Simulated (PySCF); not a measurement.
selenophene (C₄H₄Se), SMILES c1cc[se]c1. Heavy atoms are numbered as in [cH:1]1[cH:2][cH:3][se:4][cH:5]1. Hydrogens are named by the atom that carries them.

The structure is a stationary point at r2SCAN-D4/def2-SVP.

Level of theory: PBE0/pcSseg-1 run with PySCF.

GIAO shieldings, no solvent; atoms alike by connectivity are averaged. δ = σ(ref) − σ: ¹³C against TMS (σ = 186.3 ppm); ⁷⁷Se against Me2Se (σ = 1740.1 ppm); ¹H against TMS (σ = 31.56 ppm), references at their B3LYP-D3(BJ)/def2-TZVP geometries, non-relativistic.

Computed chemical shifts:
| nucleus | atoms | count | δ (ppm) |
|---|---|---|---|
| ¹³C | C3 (CH) | 2 | 144.6 |
| ¹³C | C1 (CH) | 2 | 135.9 |
| ⁷⁷Se | Se4 | 1 | 593.9 |
| ¹H | H on C3 | 2 | 7.99 |
| ¹H | H on C1 | 2 | 7.55 |
